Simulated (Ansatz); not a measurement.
A single point on `CN[SiH2]NC`.

```yaml
crystal:
  periodic: [false, false, false]
  atoms:
    - {symbol: C, position_ang: [-0.487982, 0.097948, -2.681737]}
    - {symbol: N, position_ang: [-0.707636, -0.071160, -1.263700]}
    - {symbol: Si, position_ang: [0.350727, 0.444142, -0.022895]}
    - {symbol: N, position_ang: [0.168924, -0.617856, 1.305390]}
    - {symbol: C, position_ang: [0.356172, -0.268117, 2.694740]}
    - {symbol: H, position_ang: [-0.989778, 0.980361, -3.098683]}
    - {symbol: H, position_ang: [-0.826053, -0.778351, -3.244599]}
    - {symbol: H, position_ang: [0.581736, 0.212369, -2.871295]}
    - {symbol: H, position_ang: [-1.668619, -0.249583, -1.017482]}
    - {symbol: H, position_ang: [1.682019, 0.488799, -0.702518]}
    - {symbol: H, position_ang: [0.114614, 1.792341, 0.579471]}
    - {symbol: H, position_ang: [0.211061, -1.608467, 1.124130]}
    - {symbol: H, position_ang: [0.223178, 0.809116, 2.818009]}
    - {symbol: H, position_ang: [-0.383560, -0.762255, 3.333208]}
    - {symbol: H, position_ang: [1.353396, -0.519989, 3.077362]}
basis:
  gaussian: {orbitals: def2-TZVPP}
hamiltonian: {xc: pbe}
correlation: {method: rpa}
```

```sh
$ ansatz run in.yaml --threads 4 --pin off --events-out ev --progress --plain
```

It prints (some lines left out):

```
Functional definition: PBE
1761 factors; integrals over basis functions are off by at most 1.1e-3 eV
mean field evaluation 1: about -13066.1093 eV, gradient 1.0e2 eV
mean field evaluation 2: about -13066.1002 eV, gradient 1.0e2 eV
mean field evaluation 4: about -13085.3837 eV, gradient 2.7e1 eV
mean field evaluation 8: about -13087.1110 eV, gradient 6.3e-1 eV
mean field evaluation 16: about -13087.1117 eV, gradient 1.1e-4 eV
mean field -13087.11168940 eV, -480.9424838225 hartree, gradient 2.7e-6 eV, S^2 0.000000; 0 other end points of the search recorded, 0 dependent functions left out
9 core orbitals not correlated: weight in the atoms' cores, before any rotation towards them, 1.000 or more for the frozen orbitals, at most 0.000 for the correlated occupied ones
reference -13046.82218072 eV, -479.4618716877 hartree; 16, 16 occupied and 281, 281 virtual orbitals, 1761 factors
Total energy: -13088.32872671 eV, -480.9872091187 hartree
```

Hardware: 4 threads of a server CPU on a shared host. Wall time 6 s, peak host memory 0.91 GiB.
